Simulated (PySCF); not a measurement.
Two species compared at the same levels of theory.

First species: C₇H₁₂NPSi.
Cartesian coordinates in Å at the GFN2-xTB level; atoms count from 1:
```xyz
22
C7H12NPSi angstrom
C     -1.865   -1.310   -0.983
Si    -1.060    0.117    0.000
C     -1.592    0.074    1.822
C     -1.522    1.785   -0.810
C      0.838   -0.087   -0.091
C      1.496   -0.090   -1.312
P      3.206   -0.265   -1.527
C      3.654   -0.410    0.143
C      2.744   -0.369    1.181
N      1.436   -0.220    1.090
H     -1.573   -1.293   -2.029
H     -1.580   -2.276   -0.579
H     -2.947   -1.244   -0.945
H     -2.667    0.188    1.921
H     -1.309   -0.863    2.288
H     -1.118    0.871    2.385
H     -1.224    1.822   -1.854
H     -2.594    1.951   -0.770
H     -1.041    2.616   -0.303
H      0.896    0.026   -2.206
H      4.703   -0.538    0.377
H      3.107   -0.466    2.201
```

Second species: C₃H₁₄N₂Si₂.
Geometry (GFN2-xTB, Å), atoms numbered from 1 in this order:
```
atom  x, y, z in Å
C1    -2.1485    1.2544   -0.7863
C2    -1.6176   -0.0268   -0.1440
C3    -2.2346   -0.2340    1.2407
N4    -0.1749    0.0140   -0.0874
Si5    0.8320   -1.3744   -0.1765
Si6    3.0052   -0.6775    0.0114
N7     3.0630    1.0340   -0.2298
H8    -1.7079    1.3873   -1.7712
H9    -1.8924    2.1159   -0.1721
H10   -3.2296    1.2105   -0.8885
H11   -1.8802   -0.8809   -0.7766
H12   -1.9969    0.6093    1.8869
H13   -1.8354   -1.1396    1.6906
H14   -3.3157   -0.3237    1.1691
H15    0.1490    0.8027    0.4536
H16    0.5136   -2.4146    0.8287
H17    0.4641   -1.9986   -1.4590
H18    3.6261   -0.8344    1.3321
H19    3.8763   -1.4323   -0.9122
H20    3.9523    1.5034   -0.1574
H21    2.5432    1.4224   -1.0008
```

Levels: PBE0/pcSseg-1 for dipole moment, HOMO energy, LUMO energy and HOMO–LUMO gap; GFN2-xTB for rotational constant A and rotational constant C. Geometries: GFN2-xTB. Each species is one conformer at its optimised geometry, gas phase, non-relativistic unless stated; the electronic structure was computed with PySCF and density fitting.

Dipoles, sizes and rotational constants follow the conformer. The torsions of the flexible species, by atom-mapped SMILES:
- `[CH3:1][Si:2]([CH3:3])([CH3:4])[c:5]1[cH:6][p:7][cH:8][cH:9][n:10]1`: C1–Si2–C5–C6 59°
- `[CH3:1][CH:2]([CH3:3])[NH:4][SiH2:5][SiH2:6][NH2:7]`: C1–C2–N4–Si5 -149°, C2–N4–Si5–Si6 -179°, N4–Si5–Si6–N7 -15°, H–N7–Si6–Si5 179°, H–N7–Si6–Si5 -45°

**Question.** Which has the higher HOMO energy?

**Answer.** The second: -6.63 eV against -6.97 eV, a difference of 0.34 eV.

**Question.** Which of the two has the higher rotational constant C, and by how much?

**Answer.** The second: 0.695 GHz against 0.529 GHz, a difference of 0.166 GHz.

**Question.** Which of the two has the higher HOMO–LUMO gap, and by how much?

**Answer.** The second: 6.52 eV against 4.96 eV, a difference of 1.56 eV.

**Question.** Which of the two has the higher LUMO energy, and by how much?

**Answer.** The second: -0.11 eV against -2.01 eV, a difference of 1.90 eV.

**Question.** Which has the higher dipole moment?

**Answer.** The second: 1.43 D against 0.31 D, a difference of 1.12 D.

**Question.** Which of the two has the higher rotational constant A, and by how much?

**Answer.** The second: 3.168 GHz against 1.766 GHz, a difference of 1.402 GHz.

On the first: The dipole equals about 1.1 × 10⁻³⁰ C·m (1 D = 3.33564 × 10⁻³⁰ C·m). A dipole of 0.31 D is allowed in Cs, and pure rotational transitions are dipole-allowed.

On the second: The dipole matches unit charges of opposite sign 0.30 Å apart (1 e·Å = 4.8032 D). A dipole of 1.43 D is allowed in C1, and pure rotational transitions are dipole-allowed.
